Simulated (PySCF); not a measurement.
**Working out the ionisation energy of Xe⁺**

Xe⁺ [Kr] 4d10 5s2 5p5 (2P) → Xe²⁺ [Kr] 4d10 5s2 5p4 (3P). Calculation: PySCF 2.14, in aug-cc-pV5Z-PP with ECP28MDF (8s8p6d4f3g2h, 139 functions); a scalar-relativistic core potential. Frozen: 4s2 4p6 4d10. Energies in hartree (1 hartree = 27.21139 eV):

```
             part  Xe⁺ (lower)  Xe²⁺ (upper)
              UHF  -327.878582   -327.141171
MP2 opposite-spin    -0.113579     -0.086371
    MP2 same-spin    -0.028418     -0.021967
```

Q: What does Hartree-Fock give?

A: (-327.141171) − (-327.878582) = 0.737411 hartree = 20.066 eV.

Q: What do MP2 and SCS-MP2 (6/5 opposite-spin, 1/3 same-spin) give?

A: The opposite-spin parts differ by 0.740 eV and the same-spin parts by 0.176 eV. MP2: 20.066 + (0.740) + (0.176) = 20.982 eV. SCS-MP2: 20.066 + 1.2 × (0.740) + (0.176)/3 = 21.013 eV.

Reference: 20.975 eV (semi-empirical (NIST evaluation); NIST Atomic Spectra Database, ionization energies), between the lowest levels; spin-orbit coupling is absent from the calculation.

What remains against the reference includes basis incompleteness, the frozen core and correlation beyond second order.
